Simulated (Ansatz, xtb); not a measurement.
BGaH2Si: which of two structures lies lower

We compare a, a singlet given by its coordinates, with b, a triplet given by its coordinates. Both are isolated molecules in the gas phase, relaxed with B3LYP-D3(BJ)/def2-SVP.

a (Å):

| atom | x (Å) | y (Å) | z (Å) |
| --- | --- | --- | --- |
| B | 0.0846 | -0.3231 | 0.8009 |
| Ga | -0.5010 | 0.5490 | -1.1893 |
| Si | -0.6877 | -1.5516 | -0.3302 |
| H | 0.5982 | 0.3829 | 1.6226 |
| H | -0.5040 | 1.8732 | -2.0280 |

Close contacts (Å): B1–Ga2 2.25, B1–Si3 1.84, Ga2–Si3 2.28, B1–H4 1.20, Ga2–H5 1.57.

b (Å):

```
atom    x (Å)    y (Å)    z (Å)
   B   0.3878  -0.0594  -0.5590
  Ga   1.1926  -0.8412   1.7842
  Si  -0.7354  -1.4891   0.3300
   H   0.3479   0.0244  -1.7662
   H   1.0203   0.8490  -0.0373
```

Close contacts (Å): B1–Ga2 2.60, B1–Si3 2.02, Ga2–Si3 2.50, B1–H4 1.21, B1–H5 1.22.

**Question.** Estimate E(b) − E(a) at the level CCSD(T)/def2-TZVPP.

**Answer.** Calculated at CCSD(T)/def2-TZVPP: E(b) − E(a) = +14.7 kcal/mol, so structure a lies lower.

The same difference at several levels:

```tsv
level	geometry	E(b) − E(a) (kcal/mol)	departure from the last row (kcal/mol)	job, with rough time for the two
B3LYP-D3(BJ)/def2-SVP	B3LYP-D3(BJ)/def2-SVP	+4.5	−10.2	optimisation, 2.8 min
HF/def2-TZVPP	B3LYP-D3(BJ)/def2-SVP	−9.8	−24.5	part of the CCSD(T) run
MP2/def2-TZVPP	B3LYP-D3(BJ)/def2-SVP	+22.1	+7.4	part of the CCSD(T) run
CCSD(T)/def2-TZVPP	B3LYP-D3(BJ)/def2-SVP	+14.7		single point, 4.4 min
```

HF/def2-TZVPP puts the two in the other order. The largest departure from CCSD(T)/def2-TZVPP is that of HF/def2-TZVPP, 24.5 kcal/mol. Levels run at GFN2-xTB geometries aren't shown. The triplet state of b needn't be its ground state.

With harmonic frequencies from B3LYP-D3(BJ)/def2-SVP (ideal gas, rigid rotor, one conformer each, 298.15 K, 1 atm): on the last row, ΔE + ΔZPE = +14.9, ΔH = +15.3, ΔG = +13.4 kcal/mol.

Open shells are spin-unrestricted. The correlated steps freeze 15 core orbitals; the filled d shell of Ga is correlated, in a basis made for valence electrons. ΔG holds the spin degeneracy. Mirror images aren't counted in ΔG. Codes used: Ansatz 0.2.0; the last row on 1 thread of Intel(R) Xeon(R) Processor @ 2.50GHz (Skylake/Cascade Lake) on a shared host.
